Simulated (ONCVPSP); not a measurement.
Ir: one change to an ONCV potential, before and after

* Element: iridium (Ir)
* Generator: ONCVPSP 4.0.1
* Type: optimised norm-conserving Vanderbilt (ONCV)
* Functional: BLYP
* Relativity: scalar-relativistic
* Frozen core: [Xe]
* Valence charge: 23
* Reference configuration: 4f14 5d7.5 6s1.5
* Partial waves: 6s: rc 2.60 bohr, ncon 4, nbas 7, qcut 2.8 1/bohr, 2 projectors, debl 3.3 Ha; p scattering state at 0.19 Ha: rc 2.30 bohr, ncon 4, nbas 7, qcut 3.6 1/bohr, 2 projectors, debl 1.4 Ha; 5d: rc 2.45 bohr, ncon 3, nbas 7, qcut 6.6 1/bohr, 2 projectors, debl 2.9 Ha; 4f: rc 0.95 bohr, ncon 3, nbas 8, qcut 18.4 1/bohr, 2 projectors, debl 3.6 Ha
* Local potential: polynomial inside 0.70 bohr (lpopt 5, dvloc0 0 Ha)
* Core correction: none

All-electron outer shells of the reference configuration (BLYP, scalar-relativistic, ld1.x):

| shell | level (eV) | outermost node (bohr) | outermost maximum (bohr) |
| --- | --- | --- | --- |
| 4f | -60.67 | – | 0.39 |
| 5p | -53.34 | 0.54 | 1.01 |
| 5d | -6.12 | 0.59 | 1.31 |
| 6s | -5.89 | 1.17 | 2.41 |

Change: d: ncon 5, nbas 9.

Cutoffs: the cutoffs (Ha) at which the residual kinetic energy of the hardest occupied pseudo-wave falls to 1 and 0.1 mHa per electron; they do not see the model core or the augmentation charge, which bear on the density cutoff. Errors are all-electron minus pseudo energies relative to the spin-unpolarised reference configuration.

Q: Predict the effect on cutoff, ghosts and configuration errors.

A: The potential gets neither clearly harder nor softer (145 Ha and 156 Ha → 145 Ha and 156 Ha); the bound ghosts move from p, s to d, p, s; of the 4 tests that both files solve, the error grows in 1 and shrinks in 0 by more than 15 % and 0.3 meV (median size 18.3 → 19.9 meV).

| quantity | base | changed |
| --- | --- | --- |
| cutoff, loose | 145 Ha | 145 Ha |
| cutoff, tight | 156 Ha | 156 Ha |
| loose cutoff by channel | s 4.1 Ha, d 14 Ha, f 145 Ha | s 4.1 Ha, d 15 Ha, f 145 Ha |
| bound ghosts | s, p | s, p, d |
| GHOST(+) flags under 300 eV | p at 1.4 eV, d at 90.6 eV | p at 1.4 eV |
| error for 4f14 5d7 6s2, meV [ΔE 0.24 eV] | -2.6 | -4.5 |
| error for 4f14 5d7 6s1, meV [ΔE 10.09 eV] | +3.6 | +3.7 |
| error for 4f14 5d7 6s0, meV [ΔE 27.63 eV] | +33 | +35 |
| error for 4f14 5d6 6s0, meV [ΔE 58.08 eV] | +83 | +78 |
| s: phases at 2.64 bohr within 0.05 rad from the reference energy up to (Ha; the scan ends near 5) | n/a | n/a |
| p: phases at 2.33 bohr within 0.05 rad from the reference energy up to (Ha; the scan ends near 5) | 4.3 | 4.3 |
| d: phases at 2.49 bohr within 0.05 rad from the reference energy up to (Ha; the scan ends near 5) | to the end of the scan | to the end of the scan |
| f: phases at 0.97 bohr within 0.05 rad from the reference energy up to (Ha; the scan ends near 5) | to the end of the scan | to the end of the scan |

 A true bound ghost makes a file unfit for plane-wave use even where its test errors are small: the radial tests pick states by their node count and pass the ghost by.
